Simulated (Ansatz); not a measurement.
Geometry optimisation, Ansatz 0.2.0, RHF/def2-SVP.

input.yaml

```yaml
crystal:
  periodic: [false, false, false]
  atoms:
    - { symbol: Hf, position_ang: [-0.040028, -0.101403, 0.050981] }
    - { symbol: "N", position_ang: [-0.004701, 0.009392, 2.202039] }
    - { symbol: H, position_ang: [-0.739524, 0.447693, 2.739847] }
    - { symbol: H, position_ang: [0.833437, 0.017994, 2.760697] }
    - { symbol: O, position_ang: [1.704034, -0.538363, -0.647222] }
    - { symbol: Si, position_ang: [3.142784, -1.11371, -1.241332] }
    - { symbol: H, position_ang: [2.904911, -2.36357, -1.994811] }
    - { symbol: H, position_ang: [3.741726, -0.102665, -2.1391] }
    - { symbol: H, position_ang: [4.063498, -1.379204, -0.115099] }
    - { symbol: F, position_ang: [-0.448618, 1.65273, -0.597861] }
    - { symbol: Cl, position_ang: [-1.846515, -1.483314, -0.728747] }
    - { symbol: S, position_ang: [0.750919, -3.351325, 1.751905] }
    - { symbol: H, position_ang: [-0.439167, -3.896088, 1.469469] }
    - { symbol: H, position_ang: [0.224443, -2.244169, 2.370734] }
basis:
  gaussian: { orbitals: def2-SVP }
hamiltonian:
  xc: hf
relax:
  f_tol: 0.03
  max_steps: 50
```

Run as:

```bash
$ ansatz run input.yaml --threads 4 --pin off --max-ram 5120MiB --backend cpu --events-out ev --progress --plain --runs-dir out
```

Task: Where does it end, and by what steps?

Result: The forces met the threshold. After 32 steps the energy has fallen by 0.348 eV; H14 moved furthest, 1.50 Å. Joined: Hf1–S12 (3.75 → 3.16 Å).

```
step  energy less start (eV)  largest force component (eV/Å)  accepted
   0                  0.0000                           1.665       yes
   2                 -0.1967                           0.304       yes
   4                 -0.2217                           0.523       yes
   6                 -0.2468                           0.509       yes
   8                 -0.2480                           0.790        no
  10                 -0.2727                           0.271       yes
  12                 -0.2873                           0.513       yes
  14                 -0.3066                           0.277       yes
  16                 -0.3141                           0.388       yes
  18                 -0.3227                           0.119       yes
  20                 -0.3336                           0.048       yes
  22                 -0.3381                           0.064       yes
  24                 -0.3376                           0.370        no
  26                 -0.3445                           0.052       yes
  28                 -0.3456                           0.125       yes
  30                 -0.3475                           0.078       yes
  32                 -0.3484                           0.011       yes
```

```xyz
14
Properties=species:S:1:pos:R:3
Hf -0.042 -0.270 0.303
N 0.101 0.430 2.219
H -0.115 1.387 2.445
H 0.434 -0.024 3.050
O 1.631 -0.893 -0.511
Si 3.073 -1.168 -1.254
H 3.029 -2.471 -1.958
H 3.366 -0.098 -2.231
H 4.158 -1.214 -0.246
F -0.359 1.410 -0.559
Cl -2.036 -1.526 -0.306
S 0.521 -2.915 1.933
H 0.811 -3.720 0.908
H -0.723 -3.374 2.089
```

Whether the end is a true minimum wasn't checked by a vibrational analysis.

The run took 2.4 min on 4 threads of Arm Neoverse V1, on a shared host, peak memory 0.52 GiB.
